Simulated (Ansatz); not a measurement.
A made-up structure of CH3BBr (charge +1), singlet:

```
6
angstrom
B 0.2478 -0.1765 -0.7703
C -0.2562 -0.0181 0.6526
Br -0.1620 1.5266 1.5186
H -0.5107 0.0169 -1.6744
H 1.3835 -0.5075 -0.9454
H 0.5359 -0.3909 0.3222
```

It is relaxed with PBE-D4/def2-SVP and then PBE0-D4/def2-TZVP (Ansatz 0.2.0). Atoms count as bonded within 1.22 times the sum of their covalent radii (H–H: 0.88 Å). The end point is not checked to be a true minimum.

(1) Does its bonding change? (A judgement: the text doesn't fix the answer.)

Answers

(1) By the calculation: Yes. Formed: none; broken: B1–H6.

Where it ends: The first stage lowers the energy by 5.54 eV in 16 steps. It ends as CH₃BBr ([BH2][CH][Br]), total charge +1:
```xyz
6
angstrom
B 0.3801 -0.0563 -0.9485
C 0.0632 0.0147 0.5340
Br -0.1614 1.5572 1.3793
H -0.5250 -0.1269 -1.7268
H 1.5249 -0.0605 -1.2936
H -0.0436 -0.8776 1.1589
```

Labels in which every atom is bracketed show which atoms are joined, not bond orders.

For scale, one of the runs: PBE0-D4/def2-TZVP relaxation, 128 basis functions, launched by `ansatz run in.yaml --threads 2 --pin off --events-out ev --progress --plain --max-ram 4352MiB`. The run took about 15 s on 2 CPU threads of an Arm Neoverse V1 (shared host).
